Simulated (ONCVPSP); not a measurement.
# What one change does to a pseudopotential (Co, ONCV)

* Element: Co (Z = 27)
* Generator: ONCVPSP 4.0.1
* Type: optimised norm-conserving Vanderbilt (ONCV)
* Functional: PBE
* Relativity: non-relativistic
* Frozen core: [Ne]
* Valence charge: 17
* Reference configuration: 3s2 3p6 3d8 4s1
* Partial waves: 3s+4s: rc 1.55 bohr, ncon 3, nbas 6, qcut 8.4 1/bohr, 2 projectors; 3p: rc 0.85 bohr, ncon 3, nbas 6, qcut 8.6 1/bohr, 1 projector; 3d: rc 0.85 bohr, ncon 3, nbas 8, qcut 15.8 1/bohr, local
* Local potential: the d channel
* Core correction: Teter function, fcfact 4, rcfact 1.65

Change: fully relativistic.

Cutoffs: the cutoffs (Ha) at which the residual kinetic energy of the hardest occupied pseudo-wave falls to 1 and 0.1 mHa per electron; they do not see the model core or the augmentation charge, which bear on the density cutoff. Errors are all-electron minus pseudo energies relative to the spin-unpolarised reference configuration.

Question: Predict the effect on cutoff, ghosts and configuration errors.

Answer: The potential gets neither clearly harder nor softer (101 Ha and 116 Ha → 101 Ha and 116 Ha); of the 4 tests that both files solve, the error grows in 1 and shrinks in 3 by more than 15 % and 0.3 meV (median size 1.2 → 0.8 meV); neither file shows a bound ghost. In the changed file the local d channel has no projectors, so it cannot carry the spin–orbit splitting, and the file is wrong for that shell.

```csv
quantity,base,changed
"cutoff, loose",101 Ha,101 Ha
"cutoff, tight",116 Ha,116 Ha
loose cutoff by channel,"s 13 Ha, p 34 Ha, d 101 Ha","s 14 Ha, p 35 Ha, d 101 Ha"
bound ghosts,none,none
GHOST(+) flags under 300 eV,s at 145.7 eV,s at 150.4 eV
"largest miss of a reference level, eV",0.00,0.10
"error for 3s2 3p6 3d7 4s2, meV [ΔE 1.54 → 1.20 eV]",+0.1,+1.1
"error for 3s2 3p6 3d7 4s1, meV [ΔE 10.42 → 10.23 eV]",-1.4,-0.3
"error for 3s2 3p6 3d7 4s0, meV [ΔE 26.96 → 27.02 eV]",-3.2,-1.9
"error for 3s2 3p6 3d7 4s0 4p2, meV [ΔE 10.21 → 10.18 eV]",+1.0,-0.4
s: phases at 1.57 bohr within 0.05 rad from the reference energy up to (Ha; the scan ends near 5),4.5,4.6
"rms error of d²Exc/dni dnj with the model core, mHa",2.37,4.57
```

Changed file: These tests converged, but a pseudo level misses the all-electron one widely, so the file describes the atom poorly there or has found another state: 3s2 3p6 3d7 4s0 4p2: empty 4s by 13.4 eV.
